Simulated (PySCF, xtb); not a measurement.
LiCl, SMILES [Li][Cl].

Harmonic wavenumbers (cm⁻¹) from xtb 6.7.1 with GFN2-xTB at its own minimum, in rising order: 653.

Q: What does PBE0-D3(BJ)/def2-TZVPD run with PySCF give at its own minimum? (The exact figures need the calculation; the answer reports its results.)

A: 647. Paired by order, the mean absolute difference is 6 cm⁻¹ and the zero-point energies are 0.9 and 0.9 kcal/mol.
